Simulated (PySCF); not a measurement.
Species: C₃H₉BS.
Bonds: C1–B2, B2–C3, B2–C4, C4–S5. Hydrogens: H6, H7, H8 on C1; H9, H10, H11 on C3; H12, H13 on C4; H14 on S5.

Computed by this run: PBE0-D3(BJ)/def2-SVP geometry optimisation, gas phase in PySCF 2.14.0; density fitting, grid level 1; the optimiser is geomeTRIC in internal coordinates, started from a GFN2-xTB structure with every atom displaced at random (about 0.01 Å).

Step 0: E = -14755.0553 eV
```
atom  x, y, z in Å  |  force x, y, z in eV/Å
C1     -1.4939   -1.0535    0.1274   -0.490   1.861  -0.579
B2     -0.3378    0.0070    0.2499    0.721  -0.058  -0.037
C3     -0.6073    1.5462    0.4309    0.960  -0.631   0.618
C4      1.1846   -0.5488    0.1844   -1.009   1.286   0.699
S5      2.3896    0.5003    1.0423   -0.818   0.670   0.382
H6     -1.4266   -1.6002   -0.8026    0.216  -0.535  -0.621
H7     -2.4887   -0.5747    0.1315    0.055  -0.087   0.064
H8     -1.4594   -1.7505    0.9256    0.135  -1.141   1.128
H9     -1.5368    1.8987    0.0508   -1.225   0.318  -0.473
H10    -0.6174    1.7558    1.5216   -0.001  -0.131  -0.032
H11     0.2004    2.1671    0.0462    0.360   0.217  -0.176
H12     1.4675   -0.5746   -0.8542    0.066  -0.125  -1.038
H13     1.2310   -1.5423    0.5768    0.056  -1.128   0.311
H14     3.4466   -0.1876    0.6804    0.976  -0.515  -0.247
```

Step 1: E = -14755.2044 eV
```
atom  x, y, z in Å  |  force x, y, z in eV/Å
C1     -1.5066   -1.0212    0.1337    0.087  -0.320   0.221
B2     -0.3308    0.0113    0.2612    0.036  -0.048   0.020
C3     -0.5704    1.5517    0.3839   -0.334   0.120   0.003
C4      1.1435   -0.5664    0.2395    0.213  -0.328  -0.102
S5      2.3233    0.4454    1.1766    0.376  -0.065  -0.127
H6     -1.4527   -1.5059   -0.8604    0.003   0.010   0.047
H7     -2.5135   -0.6025    0.2510   -0.074   0.062  -0.027
H8     -1.3722   -1.8446    0.8703   -0.069   0.193  -0.232
H9     -1.5814    1.8787    0.0745    0.213  -0.066   0.029
H10    -0.4903    1.7770    1.4664    0.004  -0.001   0.039
H11     0.1960    2.1813   -0.0906    0.068  -0.039  -0.034
H12     1.4037   -0.5249   -0.8421   -0.028   0.014   0.117
H13     1.2187   -1.6343    0.5399   -0.127   0.349  -0.089
H14     3.4844   -0.1025    0.7070   -0.367   0.119   0.136
```

Task: Estimate the geometry and energy of step 2. (The exact step hangs on the optimiser's Hessian estimate; all steps are aligned on step 1, rigid shifts and turns removed.)

Result: E = -14755.2183 eV, largest force 0.103 eV/Å
```
atom  x, y, z in Å  |  force x, y, z in eV/Å
C1     -1.5060   -1.0243    0.1368    0.030  -0.065   0.074
B2     -0.3269    0.0084    0.2687   -0.013  -0.023   0.002
C3     -0.5753    1.5485    0.3907   -0.068   0.049   0.051
C4      1.1522   -0.5604    0.2393    0.024  -0.020  -0.066
S5      2.3398    0.4608    1.1594    0.044  -0.002  -0.039
H6     -1.4469   -1.5069   -0.8566    0.004   0.001  -0.008
H7     -2.5131   -0.5955    0.2421    0.011   0.016  -0.020
H8     -1.3884   -1.8477    0.8640   -0.024   0.025  -0.039
H9     -1.5765    1.8731    0.0684    0.034  -0.010  -0.008
H10    -0.5026    1.7772    1.4742   -0.002  -0.002  -0.010
H11     0.2009    2.1685   -0.0831    0.027  -0.019  -0.003
H12     1.4049   -0.5270   -0.8409   -0.009   0.007   0.023
H13     1.2143   -1.6170    0.5456   -0.021   0.040   0.012
H14     3.4753   -0.1145    0.7022   -0.038   0.004   0.032
```

The energy changes by -0.0139 eV. The first-order estimate −F·Δx gives -0.0231 eV and the mean of the old and new forces, exact on a quadratic surface, -0.0140 eV. The step makes an angle of 65° with the force vector and moves no atom by more than 0.028 Å.

The cost below is that of the whole optimisation. Hardware: one thread of an Arm Neoverse V2, no GPU, shared host with 96 logical CPUs at a one-minute load of 33. Cost: 40 s of wall time, 0.50 GiB resident at most.
